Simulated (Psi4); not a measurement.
## InSiH7O (SMILES [SiH3][OH+][InH3-]): the HOMO–LUMO gap, rung by rung

InSiH7O: 10 atoms, total charge 0, spin state singlet. As SMILES, `[SiH3][OH+][InH3-]`. The shape was relaxed beforehand at PBE0/def2-TZVP.

```jsonl
{"atom": "Si", "x (Å)": "-1.2569", "y (Å)": "0.8614", "z (Å)": "-1.3314"}
{"atom": "O", "x (Å)": "0.2020", "y (Å)": "0.9372", "z (Å)": "-0.5073"}
{"atom": "In", "x (Å)": "1.1018", "y (Å)": "-0.9490", "z (Å)": "0.7425"}
{"atom": "H", "x (Å)": "-1.1937", "y (Å)": "-0.3906", "z (Å)": "-2.1105"}
{"atom": "H", "x (Å)": "-1.3590", "y (Å)": "2.0495", "z (Å)": "-2.2152"}
{"atom": "H", "x (Å)": "-2.3908", "y (Å)": "0.8505", "z (Å)": "-0.3772"}
{"atom": "H", "x (Å)": "0.4177", "y (Å)": "1.7559", "z (Å)": "-0.0543"}
{"atom": "H", "x (Å)": "-0.4417", "y (Å)": "-1.7406", "z (Å)": "0.7523"}
{"atom": "H", "x (Å)": "1.5270", "y (Å)": "0.0806", "z (Å)": "2.0717"}
{"atom": "H", "x (Å)": "2.3140", "y (Å)": "-1.4554", "z (Å)": "-0.3774"}
```

Quantity: the HOMO–LUMO gap, in eV. The values are calculated.

| level | kind | program | value (eV) | CPU time |
| --- | --- | --- | --- | --- |
| PBE-D4/def2-TZVPP (density fitting, core potential) | GGA | Psi4 | 4.46 | 96 s |
| r2SCAN-D4/def2-TZVPP (density fitting, core potential) | meta-GGA | Psi4 | 5.16 | 4.1 min |
| B3LYP-D4/def2-TZVPP (density fitting, core potential) | global hybrid | Psi4 | 6.03 | 92 s |
| PBE0-D4/def2-TZVPP (density fitting, core potential) | global hybrid | Psi4 | 6.45 | 2.1 min |
| wB97M-V/def2-TZVPP (density fitting, core potential) | range-separated hybrid | Psi4 | 10.17 | 5.2 min |

The values span 4.46 to 10.17 eV. Orbital gaps aren't excitation energies; they tend to grow with the share of exact exchange. CPU times are rough (shared hosts, several kinds of processor): they show what a rung costs within a factor of a few.
